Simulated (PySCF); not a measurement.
Compound: (F2In-mu-NH2)2.
Bonds: In1–F2, In1–F3, In1–N4, In1–N8, N4–In5, In5–F6, In5–F7, In5–N8. Hydrogens: H9, H10 on N4; H11, H12 on N8.

The calculation used PySCF 2.14.0, PBE0-D3(BJ)/def2-SVP geometry optimisation, gas phase, def2 core potentials past Kr.

**Question.** Give the optimised bond lengths and angles.

**Answer.** 
```csv
bond,length (Å)
In1–F2 and 3 like bonds,1.955
In1–N4 and 3 like bonds,2.193
N4–H9 and 3 like bonds,1.022
```

Bonds in one row agree within 0.01 Å and their mean is given. A selection of angles:
```csv
angle,degrees
F2–In1–F3,124.3
F2–In1–N4,109.8
F3–In1–N8,110.9
N4–In1–N8,85.4
In1–N4–In5,94.6
H9–N4–In1,113.7
H9–N4–In5,113.7
H10–N4–In1,113.8
H10–N4–In5,114.1
```

Torsions: F2–In1–N4–In5 -109° (anticlinal); F2–In1–N8–In5 109° (anticlinal); In1–N4–In5–F6 -109° (anticlinal); N4–In5–N8–In1 0° (synperiplanar).

All 4 F–In bonds measure 1.955 Å. N4 (nitrogen bonded to 2 In and 2 H) has angles from 94.6° to 114.1°. In1 (indium bonded to 2 F and 2 N) has angles from 85.4° to 124.3°. All 4 In–N bonds measure 2.191 to 2.194 Å.

Point group: D2h (every atom within 0.08 Å of its image). Whether it is a minimum is left open (no frequencies). One conformer, not necessarily the lowest.
